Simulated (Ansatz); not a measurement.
Breaking the In1–H2 bond in H2IIn (SMILES [InH2][I]) (multiplicity 1 held, fragments rigid). Energies count from the point at 1.714 Å.
Geometry at that point (charge 0, multiplicity 1):
```xyz
4

In    -0.7264    -1.1355     0.1996
H     -0.0696    -2.1741     1.3945
H     -2.1191    -1.2475    -0.7931
I      0.7129     1.1144    -0.1958
```

R- and RO- levels are restricted; in cc, def2 and unpolarised 6-31G sets they are followed outwards from rest. Unrestricted levels (U-) break spin symmetry where that is lower. Active spaces are followed from a long bond inwards. Curves can end on different states.

Frozen-core correlation. Filled d and f shells under p-block atoms count as core.

Codes used: Ansatz (a program for electronic structure). Values without a source in brackets are computed. In def2 rows elements past Kr take small-core potentials, without spin–orbit coupling.

Energies in kcal/mol.

```
R (Å)  R-HF/def2-TZVPP  R-SCS-MP2/def2-TZVPP  U-CCSD/def2-TZVPP  R-CCSD(T)/def2-TZVPP  FIC-MRCISD+Q on CASSCF(2,2)/def2-TZVPP
-----  ---------------  --------------------  -----------------  --------------------  --------------------------------------
1.371             30.1                  30.9               31.4                  31.5                                    31.6
1.543              5.9                   6.4                6.7                   6.8                                     6.7
1.714              0.0                   0.0                0.0                   0.0                                     0.0
1.885              3.6                   3.0                2.6                   2.5                                     2.6
2.057             12.1                  10.8                9.8                   9.6                                     9.8
2.314             28.6                  26.0               23.9                  23.3                                    23.6
2.571             45.8                  41.6               38.8                  37.0                                    37.2
2.999             72.1                  64.3               57.9                  54.7                                    54.8
3.428             93.6                  80.9               67.0                  64.1                                    64.7
3.942            113.5                  92.9               69.9                  67.0                                    69.6
4.628            132.2                  97.6               70.6                  64.8                                    71.3
5.485            146.9                  90.1               70.7                  61.7                                    71.7
```

Doubts at one or more of the structures used: a restricted determinant that unrestricted orbitals would lower (R-HF/def2-TZVPP, R-SCS-MP2/def2-TZVPP, R-CCSD(T)/def2-TZVPP); a spin-contaminated determinant (U-CCSD/def2-TZVPP); T1 above 0.05 (U-CCSD/def2-TZVPP, R-CCSD(T)/def2-TZVPP); other coupled-cluster roots lie near (R-CCSD(T)/def2-TZVPP).
